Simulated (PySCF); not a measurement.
Electron correlation in Ta⁺ (tantalum, charge +1)

[Xe] 4f14 5d2 6s2, high-spin 3F determinant (an excited configuration). Calculation: PySCF 2.14, in def2-QZVPPD with the def2 core potential (60 electrons); scalar relativity through the core potential. Frozen: 5s2 5p6; 4 electrons correlated.

```
  level  correlation energy (mhartree)
   CCSD                         -64.05
    (T)                          -3.60
CCSD(T)                         -67.65
```

Diagnostics: T1 = 0.015, D1 = 0.0372, largest double amplitude 0.088.

Spin-orbit coupling, absent here, splits the open shell strongly.

Cost of the coupled-cluster step: of the order of 7 core-seconds, for 4 correlated electrons.

Iterations:

```
CC2 = 0
CCSD nocc = (np.int64(3), np.int64(1)), nmo = (80, 80)
frozen orbitals [[0, 1, 2, 3], [0, 1, 2, 3]]
max_cycle = 100
direct = 0
conv_tol = 1e-08
conv_tol_normt = 1e-06
diis_space = 8
diis_start_cycle = 0
Init t2, MP2 energy = -0.0515424182997878
Init E_corr(UCCSD) = -0.0515424183007867
cycle = 1  E_corr(UCCSD) = -0.0581758897558229  dE = -0.00663347146  norm(t1,t2) = 0.0534627
cycle = 2  E_corr(UCCSD) = -0.0606369144133874  dE = -0.00246102466  norm(t1,t2) = 0.0290993
cycle = 3  E_corr(UCCSD) = -0.0630924315929422  dE = -0.00245551718  norm(t1,t2) = 0.0197316
cycle = 4  E_corr(UCCSD) = -0.0637649873617419  dE = -0.000672555769  norm(t1,t2) = 0.0104358
cycle = 5  E_corr(UCCSD) = -0.0639756012281026  dE = -0.000210613866  norm(t1,t2) = 0.00367252
cycle = 6  E_corr(UCCSD) = -0.0640316569384279  dE = -5.60557103e-05  norm(t1,t2) = 0.00163626
cycle = 7  E_corr(UCCSD) = -0.0640326039939984  dE = -9.47055571e-07  norm(t1,t2) = 0.000828451
cycle = 8  E_corr(UCCSD) = -0.0640506985641835  dE = -1.80945702e-05  norm(t1,t2) = 0.00026379
cycle = 9  E_corr(UCCSD) = -0.0640438480911448  dE = 6.85047304e-06  norm(t1,t2) = 5.89685e-05
cycle = 10  E_corr(UCCSD) = -0.064046624728187  dE = -2.77663704e-06  norm(t1,t2) = 1.99291e-05
cycle = 11  E_corr(UCCSD) = -0.0640465097729049  dE = 1.14955282e-07  norm(t1,t2) = 6.79435e-06
cycle = 12  E_corr(UCCSD) = -0.0640463698902915  dE = 1.39882613e-07  norm(t1,t2) = 2.61354e-06
cycle = 13  E_corr(UCCSD) = -0.0640463838067443  dE = -1.39164528e-08  norm(t1,t2) = 5.56818e-07
cycle = 14  E_corr(UCCSD) = -0.0640463818972916  dE = 1.90945265e-09  norm(t1,t2) = 1.71975e-07
UCCSD converged
E(UCCSD) = -56.09319446485007  E_corr = -0.06404638189729164
UCCSD(T) correction = -0.00359509546303229
```
